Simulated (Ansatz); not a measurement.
`O[Si](F)(F)Br` + HBr → `O[Si](F)(Br)Br` + H–F at 500 K and 1 bar (ligand exchange at the Si–F bond).

Calculated with Ansatz (gas phase, PBE0-D4/def2-TZVP geometries, no zero-point term in ΔE). CCSD(T)/CBS is the MP2 limit (def2-TZVPP, def2-QZVPP) plus CCSD(T) − MP2 in def2-TZVPP, frozen cores. This one scheme is used for every species. For Br outer-core shells are correlated without core-valence functions, which leaves a few kJ/mol of doubt a bond. Scalar relativity is left out up to krypton. Each species was taken in one conformer, which may not be the lowest.

```tsv
species	CCSD(T)/CBS energy (Eh)	H − E (kJ/mol)	S (J/(mol·K))
`O[Si](F)(F)Br`	-3138.00572	96.2	393.0
HBr	-2573.91920	30.5	213.7
`O[Si](F)(Br)Br`	-5611.50823	94.1	418.8
H–F	-100.39570	39.4	188.7
```

H − E and S are ideal-gas, rigid-rotor, harmonic terms from PBE0-D4/def2-TZVP, for one conformer and one mirror image of each species. 1 Eh = 2625.50 kJ/mol, R = 8.31446 J/(mol·K).

Q: By hand: ΔE, ΔH, ΔS and ΔG.

A: ΔE = (-5611.50823) + (-100.39570) − (-3138.00572) − (-2573.91920) = 0.02099 Eh = 55.1 kJ/mol. Δ(H − E) = 94.1 + 39.4 − 96.2 − 30.5 = 6.8, so ΔH = 61.9 kJ/mol. ΔS = 418.8 + 188.7 − 393.0 − 213.7 = 0.8 J/(mol·K). ΔG = 61.9 − 500 × (0.8)/1000 = 61.5 kJ/mol.

Q: By hand: the equilibrium constant, and the temperature at which ΔG would vanish if ΔH and ΔS stayed fixed.

A: log₁₀ K = −ΔG/(RT ln 10) = -6.4. ΔG = 0 at ΔH/ΔS = 77375 K, far beyond where these terms or the molecules hold.

The number of gas molecules stays the same, so ΔS is small and ΔH decides. A doubt of 5 kJ/mol in ΔE shifts log₁₀ K by 0.5 here. Other conformers and mirror images would add mixing entropy, several J/(mol·K) or more a flexible species. These are equilibria of isolated gas molecules and say nothing of rates. Largest T1 diagnostic: 0.010 (customary marks: 0.02 for closed shells, 0.045 for open ones).
